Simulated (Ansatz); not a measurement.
`N#[C][Al]([F])[F]`, relaxed with RKS PBE0-D4/def2-TZVP in Ansatz from a PBE-D4/def2-SVP geometry. The force threshold is 0.005 eV/Å; the program also tests the step.

Charge 0, multiplicity 1.

Start:

```xyz
5

N     0.116   -2.073   -1.238
C     0.060   -1.066   -0.637
Al   -0.032    0.577    0.344
F     1.125    0.920    1.481
F    -1.269    1.642    0.050
```

(1) How much energy does the relaxation release, and in how many steps? (Estimate.)

(2) Which bonds change most? (An estimate is asked.)

(3) Give the relaxed structure. (An estimate is asked.)

Answers

(1) Computed: 5.91 kJ/mol, in 4 steps.

(2) The calculation gave: Al3–F5 from 1.659 to 1.627 Å; Al3–F4 from 1.659 to 1.627 Å; N1–C2 from 1.174 to 1.152 Å; C2–Al3 from 1.916 to 1.905 Å.

(3) Ansatz gave: 
```xyz
5

N     0.114   -2.044   -1.220
C     0.059   -1.055   -0.630
Al   -0.032    0.578    0.345
F     1.109    0.905    1.458
F    -1.250    1.616    0.047
```
